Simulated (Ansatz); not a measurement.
GeH10Si3 can be A, `[SiH3][SiH2][GeH2][SiH3]`, or B, `[SiH3][SiH2][SiH2][GeH3]`.

Calculated with Ansatz (gas phase, PBE0-D4/def2-TZVP geometries, no zero-point term in ΔE). CCSD(T)/CBS adds triple-zeta CCSD(T) − MP2 to the extrapolated MP2 energy (def2 sets, frozen cores). DFT in def2-TZVPP. B3LYP here is the variant with VWN-RPA as its local correlation; programs differ in this. For Ge outer-core shells are correlated without core-valence functions, which leaves a few kJ/mol of doubt a bond. Scalar relativity is left out up to krypton. Each species was taken in one conformer, which may not be the lowest.

Which isomer does CCSD(T)/CBS put lower? Give the gap. (Best estimate.)

The calculation gave: A, by 3.6 kcal/mol.

Give E(B) − E(A) in kcal/mol with CCSD(T)/def2-TZVPP, MP2/def2-TZVPP, CCSD(T)/def2-SVP, B3LYP, CCSD/def2-TZVPP, ωB97M-V, PBE0-D4. (An estimate is asked.)

Computed: CCSD(T)/def2-TZVPP 3.4, MP2/def2-TZVPP 4.1, CCSD(T)/def2-SVP 2.9, B3LYP 3.6, CCSD/def2-TZVPP 3.6, ωB97M-V 3.7, PBE0-D4 2.6. None reverses the order clearly.

Does the order hold for the free energy at 298.15 K (harmonic terms from PBE0-D4)? (An estimate is asked.)

Ansatz gave: Yes: G(B) − G(A) = +3.5 kcal/mol, for one conformer each. Modes under 60 cm⁻¹, often nearly free rotors, make the harmonic entropy too high.

Largest T1 diagnostic: 0.013.

At CCSD(T), def2-SVP lies −0.7 kcal/mol from the extrapolated value and def2-TZVPP −0.1 kcal/mol. Leaving LDA and LC-ωPBE aside and taking each functional with its dispersion term where it has one, the values, not all of them listed here, spread over 2.5 kcal/mol, from B97M-V to B2PLYP.
